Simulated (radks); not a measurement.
Q: Ba22+, 34 electrons, occupied as [Ar] 3d10 4s2 4p4. Method: non-relativistic Kohn-Sham, LDA (Slater exchange, Perdew-Wang correlation), spin-unpolarised, spherical densities, point nucleus; relativity is left out, which matters for an element this heavy; computed with a radial shooting solver on a logarithmic mesh with Libxc functionals. Some entries of the table are withheld. Estimate them.

| orbital | occ. | eigenvalue (eV) | <r^2> (bohr^2) | r(max) (bohr) |
|---|---|---|---|---|
| 1s | 2 | -36172.88 | 0.0009854 | 0.01799 |
| 2s | 2 | (1) | 0.01588 | (2) |
| 2p | 6 | -5795.785 | 0.01188 | 0.07728 |
| 3s | 2 | -1752.085 | 0.1049 | 0.2788 |
| 3p | 6 | (3) | 0.09909 | 0.2651 |
| 3d | 10 | -1383.298 | 0.08075 | 0.2133 |
| 4s | 2 | -749.1809 | 0.4535 | 0.6167 |
| 4p | 4 | -698.0165 | 0.4649 | 0.6202 |

A: 
(1) 2s eigenvalue (eV): -6099.305
(2) 2s r(max) (bohr): 0.09907
(3) 3p eigenvalue (eV): -1622.606
